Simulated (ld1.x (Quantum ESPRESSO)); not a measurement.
**Transferability test, ultrasoft potential for Cd (Z = 48)**

ld1.x (Quantum ESPRESSO) 7.5 input, shortened:

```
&input
   title='Cd', zed=48., rel=1, dft='PBESOL', iswitch=3,
   config='[Kr] 4d10 4f-2 5s2 5p0'
 /
 &inputp
   pseudotype=3, tm=.true., lloc=-2, rcloc=1.05,
   nlcc=.true., new_core_ps=.true., rcore=0.90
 /
8
5S  1  0   2.00   0.00  1.65  2.25  0.0
5S  1  0   0.00   0.05  1.65  2.25  0.0
5P  2  1   0.00   0.00  2.50  3.20  0.0
5P  2  1   0.00   0.30  2.50  3.20  0.0
4D  3  2  10.00   0.00  0.80  1.05  0.0
4D  3  2   0.00   2.50  0.80  1.05  0.0
4F  4  3  -2.00   0.10  2.55  3.00  0.0
4F  4  3  -2.00   1.25  2.55  3.00  0.0
 &test
   configts(1)='4d10 5s2 5p0'
 /
```

Energies are relative to the spin-unpolarised reference configuration 4d10 5s2 5p0; without spin polarisation the order of configurations can differ from experiment. The frozen-core shift is the all-electron ΔE with the core orbitals held at their reference shape minus the fully relaxed ΔE.

```
valence configuration  charge  ΔE all-electron (eV)  error AE − PS (meV)  frozen-core shift (meV)
         4d10 5s1 5p0      +1                 9.308                 -4.6                     +2.5
          4d9 5s0 5p0      +3                64.402                 -104                     +122
          4d9 5s2 5p1       0                12.646                 -118                      +65
         4d10 5s0 5p2       0                 9.766                 -2.6                     +2.8
          4d8 5s0 5p0      +4               118.443                 -495                     +575
       4d10 5s1.5 5p0    +0.5                 3.731                 -1.3                     +0.9
```

Q: What are ΔE and the potential's error for 4d10 5s0 5p0?

A: ΔE = 26.404 eV all-electron; the error (AE − PS) is -23 meV.

Note: ghost states, extra bound levels that the all-electron valence spectrum of the same l lacks: s at -140.2 eV, p at -62.5 eV. A true bound ghost makes a file unfit for plane-wave use.
